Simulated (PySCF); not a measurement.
PySCF input (M06-2X/def2-TZVPD):

```python
from pyscf import gto, scf, dft

mol = gto.M(
    atom='''
    B     0.04069829    0.02907662    0.00308599
    C     1.56291552   -0.19361388    0.01774621
    C    -0.97308882   -1.17918095   -0.11100501
    N    -0.44537804    1.34819634    0.09438336
    H     2.01403936   -1.17790907   -0.04853121
    H     2.28411430    0.61566780    0.09504411
    H    -2.02328967   -0.87676925   -0.10967778
    H    -0.79503337   -1.75066455   -1.02744769
    H    -0.83139579   -1.88458473    0.71391501
    H    -1.42607739    1.57380587    0.09125539
    H     0.15283719    2.15446542    0.16888148
    ''',
    basis='def2-tzvpd',
    charge=0,
    spin=1,
    verbose=4,
)

mf = dft.UKS(mol, xc='m062x').density_fit(auxbasis='def2-universal-jkfit')
mf.grids.level = 4
mf.conv_tol = 1e-9
mf.max_cycle = 100
mf.max_memory = 1500
mf.kernel()
if not mf.converged:
    mf = mf.newton()
    mf.kernel(mf.make_rdm1())
for _ in range(2):
    mo, _, stable, _ = mf.stability(return_status=True)
    if stable:
        break
    mf.kernel(mf.make_rdm1(mo, mf.mo_occ))
mf.analyze()
```

End of the output:

```
Extra cycle  E= -160.015395796635  delta_E= -1.48e-11  |g|= 3.5e-06  |ddm|= 1.17e-05
converged SCF energy = -160.015395796635  <S^2> = 0.75553711  2S+1 = 2.0055295
uhf_internal: lowest eigs of H = [0.31404112 0.31936767 0.40051093]
<class 'pyscf.df.df_jk.DFUKS'> wavefunction is stable in the internal stability analysis
**** SCF Summaries ****
Total Energy =                        -160.015395796635346
Nuclear Repulsion Energy =             106.901576943249495
One-electron Energy =                 -426.015279065996651
Two-electron Energy =                  159.098306326111810
Two-electron Coulomb Energy =          183.492043938461535
DFT Exchange-Correlation Energy =      -24.393737612349739
HOMO-LUMO gap [eV] =                     6.073142524103949
**** MO energy ****
                             alpha | beta                alpha | beta
MO #1   energy= -14.7341374605882  | -14.7327695517345  occ= 1 | 1
MO #2   energy= -10.528528902425   | -10.5230654397402  occ= 1 | 1
MO #3   energy= -10.4924942098483  | -10.4924978016721  occ= 1 | 1
MO #4   energy= -7.01854633176038  | -7.01902978039721  occ= 1 | 1
MO #5   energy= -0.966863587266548 | -0.961567512922036 occ= 1 | 1
MO #6   energy= -0.784195122966551 | -0.775279258945812 occ= 1 | 1
MO #7   energy= -0.753200399589122 | -0.720417510003617 occ= 1 | 1
MO #8   energy= -0.5761689215808   | -0.571771767656071 occ= 1 | 1
MO #9   energy= -0.573247176064113 | -0.571088940461097 occ= 1 | 1
MO #10  energy= -0.493726938567329 | -0.484069924875314 occ= 1 | 1
MO #11  energy= -0.452489220374145 | -0.449110230926699 occ= 1 | 1
MO #12  energy= -0.450601131087282 | -0.443872383497726 occ= 1 | 1
MO #13  energy= -0.41887528069334  | -0.413430441240109 occ= 1 | 1
MO #14  energy= -0.372981620526281 | -0.368735788345097 occ= 1 | 1
MO #15  energy= -0.36858472840689  | -0.347657532688023 occ= 1 | 1
MO #16  energy= -0.278583506340393 | -0.0553996332499054 occ= 1 | 0
MO #17  energy= 0.00477311068643438 | 0.000913987316943476 occ= 0 | 0
MO #18  energy= 0.0389472540562497 | 0.0368444733094761 occ= 0 | 0
MO #19  energy= 0.0430705014322674 | 0.0380642542965608 occ= 0 | 0
MO #20  energy= 0.0770807438454642 | 0.0753477083092757 occ= 0 | 0
MO #21  energy= 0.0810725898644728 | 0.0768520718388847 occ= 0 | 0
MO #22  energy= 0.0907162238490489 | 0.084726904119707  occ= 0 | 0
MO #23  energy= 0.0910555772640902 | 0.0874052019446018 occ= 0 | 0
MO #24  energy= 0.100120853148006  | 0.100511496907719  occ= 0 | 0
MO #25  energy= 0.1207285460254    | 0.11721609639033   occ= 0 | 0
MO #26  energy= 0.124852853947174  | 0.120512461795481  occ= 0 | 0
MO #27  energy= 0.131413116434643  | 0.130145280732399  occ= 0 | 0
MO #28  energy= 0.137473573592241  | 0.137028497971792  occ= 0 | 0
MO #29  energy= 0.139481775228015  | 0.142270030533317  occ= 0 | 0
MO #30  energy= 0.172118038392154  | 0.160008220951516  occ= 0 | 0
MO #31  energy= 0.180295060795311  | 0.165849439377586  occ= 0 | 0
MO #32  energy= 0.180649294375965  | 0.167950135978816  occ= 0 | 0
MO #33  energy= 0.187880608228281  | 0.1878375127287    occ= 0 | 0
MO #34  energy= 0.199802015635746  | 0.191772527573102  occ= 0 | 0
MO #35  energy= 0.204040473634342  | 0.197784748150899  occ= 0 | 0
MO #36  energy= 0.237815858116733  | 0.23337563849313   occ= 0 | 0
MO #37  energy= 0.247249596616494  | 0.242084138995971  occ= 0 | 0
MO #38  energy= 0.257932622263164  | 0.250800458914251  occ= 0 | 0
MO #39  energy= 0.258903561404175  | 0.252006104750651  occ= 0 | 0
MO #40  energy= 0.264652275694466  | 0.2633561389034    occ= 0 | 0
MO #41  energy= 0.26750060244148   | 0.265977984278971  occ= 0 | 0
MO #42  energy= 0.278100250549301  | 0.273931271436167  occ= 0 | 0
MO #43  energy= 0.283712194337651  | 0.281275257003417  occ= 0 | 0
MO #44  energy= 0.287240845081631  | 0.283554831125432  occ= 0 | 0
MO #45  energy= 0.297549142094012  | 0.286738628758593  occ= 0 | 0
MO #46  energy= 0.301877869868083  | 0.289442736373652  occ= 0 | 0
MO #47  energy= 0.306538299732807  | 0.298898904116489  occ= 0 | 0
MO #48  energy= 0.312894430337982  | 0.307199141703345  occ= 0 | 0
MO #49  energy= 0.315530809572363  | 0.311986548598353  occ= 0 | 0
MO #50  energy= 0.320602714856206  | 0.322393628881626  occ= 0 | 0
MO #51  energy= 0.335861229410601  | 0.3347548936375    occ= 0 | 0
MO #52  energy= 0.346127046790257  | 0.336733164309957  occ= 0 | 0
MO #53  energy= 0.349692761016825  | 0.352058515522949  occ= 0 | 0
MO #54  energy= 0.363961368078755  | 0.361114102137083  occ= 0 | 0
MO #55  energy= 0.368215744642476  | 0.365754944201385  occ= 0 | 0
MO #56  energy= 0.385272922750369  | 0.375289509071269  occ= 0 | 0
MO #57  energy= 0.397620341270662  | 0.389300705278882  occ= 0 | 0
MO #58  energy= 0.399918413929807  | 0.392156527318846  occ= 0 | 0
MO #59  energy= 0.403356251763391  | 0.398484206413794  occ= 0 | 0
MO #60  energy= 0.408357599418155  | 0.399249803865053  occ= 0 | 0
MO #61  energy= 0.414162844791881  | 0.405776708522584  occ= 0 | 0
MO #62  energy= 0.430669621316127  | 0.420959653633119  occ= 0 | 0
MO #63  energy= 0.440433154783025  | 0.423451843920584  occ= 0 | 0
MO #64  energy= 0.444608409940535  | 0.438200391472524  occ= 0 | 0
MO #65  energy= 0.458264977245175  | 0.454096406691124  occ= 0 | 0
MO #66  energy= 0.4650933071905    | 0.457274223309373  occ= 0 | 0
MO #67  energy= 0.465295994312239  | 0.457713985400414  occ= 0 | 0
MO #68  energy= 0.483036601228161  | 0.471028814125969  occ= 0 | 0
MO #69  energy= 0.494890468616792  | 0.48691849346266   occ= 0 | 0
MO #70  energy= 0.506995894734269  | 0.494046298333295  occ= 0 | 0
MO #71  energy= 0.510951939902199  | 0.499495813164541  occ= 0 | 0
MO #72  energy= 0.51514217415468   | 0.50767244982484   occ= 0 | 0
MO #73  energy= 0.548119521582947  | 0.544660655316493  occ= 0 | 0
MO #74  energy= 0.553633413014814  | 0.548166455295503  occ= 0 | 0
MO #75  energy= 0.563370602451498  | 0.551941889705613  occ= 0 | 0
MO #76  energy= 0.566432693972692  | 0.553131734801677  occ= 0 | 0
MO #77  energy= 0.576012916368491  | 0.566227719261191  occ= 0 | 0
MO #78  energy= 0.625859788849203  | 0.612268645493872  occ= 0 | 0
MO #79  energy= 0.64695818148763   | 0.636925019874342  occ= 0 | 0
MO #80  energy= 0.648290448908444  | 0.642514002638941  occ= 0 | 0
MO #81  energy= 0.661519934514936  | 0.643855405105444  occ= 0 | 0
MO #82  energy= 0.681248965220299  | 0.674380168457754  occ= 0 | 0
MO #83  energy= 0.684421299886208  | 0.681409044237414  occ= 0 | 0
MO #84  energy= 0.714893832570235  | 0.709200876785033  occ= 0 | 0
MO #85  energy= 0.736785380086581  | 0.738377057756058  occ= 0 | 0
MO #86  energy= 0.742137714629311  | 0.739288894741213  occ= 0 | 0
MO #87  energy= 0.751305827271818  | 0.752636991870181  occ= 0 | 0
MO #88  energy= 0.763536997408173  | 0.760488146244703  occ= 0 | 0
MO #89  energy= 0.791195410308228  | 0.786275055415278  occ= 0 | 0
MO #90  energy= 0.805846985472729  | 0.803375784879492  occ= 0 | 0
MO #91  energy= 0.8305938772074    | 0.827085190567112  occ= 0 | 0
MO #92  energy= 0.842680679954114  | 0.83782785757917   occ= 0 | 0
MO #93  energy= 0.849159172261504  | 0.848289644823523  occ= 0 | 0
MO #94  energy= 0.872753389216271  | 0.868604581052876  occ= 0 | 0
MO #95  energy= 0.891504432792582  | 0.888848841453607  occ= 0 | 0
MO #96  energy= 0.90720402990398   | 0.909874148659584  occ= 0 | 0
MO #97  energy= 0.967598224002659  | 0.963817315502778  occ= 0 | 0
MO #98  energy= 0.980466515750505  | 0.979271073194612  occ= 0 | 0
MO #99  energy= 1.00868091059778   | 1.00575057978902   occ= 0 | 0
MO #100 energy= 1.03447440428378   | 1.03475784651185   occ= 0 | 0
MO #101 energy= 1.07910298800191   | 1.08179291693761   occ= 0 | 0
MO #102 energy= 1.098864321073     | 1.09008897572503   occ= 0 | 0
MO #103 energy= 1.12167686541635   | 1.12208673989073   occ= 0 | 0
MO #104 energy= 1.1325412167316    | 1.12804830260213   occ= 0 | 0
[...]
```

It need not be the lowest isomer of its formula.
